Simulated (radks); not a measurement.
Cr, 24 electrons, occupied as [Ar] 3d5 4s1. All-electron calculation, scalar-relativistic Kohn-Sham, PBE, spin-polarised, spherical densities, point nucleus; open shells are filled with parallel spins first. Program: a radial shooting solver on a logarithmic mesh with Libxc functionals. Some entries of the table are withheld. Estimate them.

orbital,occ.,eigenvalue (hartree),<1/r> (bohr^-1)
1s up,1,-216.0699,23.88
1s down,1,-216.0698,23.88
2s up,1,-24.49232,5.048
2s down,1,-24.43431,5.056
2p up,3,-20.57388,4.948
2p down,3,-20.52953,4.956
3s up,1,(1),1.565
3s down,1,(2),1.562
3p up,3,(3),1.424
3p down,3,(4),1.420
4s up,1,-0.16420,0.3914
3d up,5,-0.13681,0.9755

Answer. 
(1) 3s up eigenvalue (hartree): -2.74803
(2) 3s down eigenvalue (hartree): -2.58658
(3) 3p up eigenvalue (hartree): -1.69939
(4) 3p down eigenvalue (hartree): -1.53913
